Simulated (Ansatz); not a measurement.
Reactions of CH₈OSSi₂ (`CO[SiH]([SiH3])S`).

Computed with Ansatz on PBE0-D4/def2-TZVP structures; ΔE is electronic, products minus reactants. CCSD(T)/CBS is the MP2 limit (def2-TZVPP, def2-QZVPP) plus CCSD(T) − MP2 in def2-TZVPP, frozen cores. This one scheme is used for every species. Functionals use def2-TZVPP. B3LYP here is the variant with VWN-RPA as its local correlation; programs differ in this. Triplets are unrestricted, without spin–orbit coupling. Each species was taken in one conformer, which may not be the lowest.

| reaction | CCSD(T)/CBS(def2) (kJ/mol) |
| --- | --- |
| `CO[SiH]([SiH3])S` + H–F → `F[SiH]([SiH3])S` + CH₃OH | -30 |
| `CO[SiH]([SiH3])S` + CH₄ → `CO[SiH](C)S` + SiH₄ | -3 |
| `CO[SiH]([SiH3])S` + `OBS` → `[SiH3]OBS` + `CO[SiH2]S` | -76 |
| `CO[SiH]([SiH3])S` + `COB(C)O` → `COB(C)O[SiH3]` + `CO[SiH2]S` | ? |
| `CO[SiH]([SiH3])S` → `[CH2]` (triplet) + `O[SiH]([SiH3])S` | 387 |
| `CO[SiH]([SiH3])S` + H–F → `CO[SiH](F)[SiH3]` + H₂S | -73 |
| `CO[SiH]([SiH3])S` + CH₄ → `CO[SiH](C)[SiH3]` + H₂S | 78 |
| `CO[SiH]([SiH3])S` → `CO[SiH3]` + `[SiH]S` | ? |
| `CO[SiH]([SiH3])S` → `CO[SiH2]S` + `[SiH2]` | ? |
| `CO[SiH]([SiH3])S` + H₂ → `CO[SiH2]S` + SiH₄ | -12 |

(1) Fill in the missing values. (Estimate.)

Largest T1 diagnostic: 0.016, for `[SiH]S`.

Answers

(1) The calculation gave: `CO[SiH]([SiH3])S` + `COB(C)O` → `COB(C)O[SiH3]` + `CO[SiH2]S`: -80.2 kJ/mol; `CO[SiH]([SiH3])S` → `CO[SiH3]` + `[SiH]S`: +179.0 kJ/mol; `CO[SiH]([SiH3])S` → `CO[SiH2]S` + `[SiH2]`: +243.8 kJ/mol.
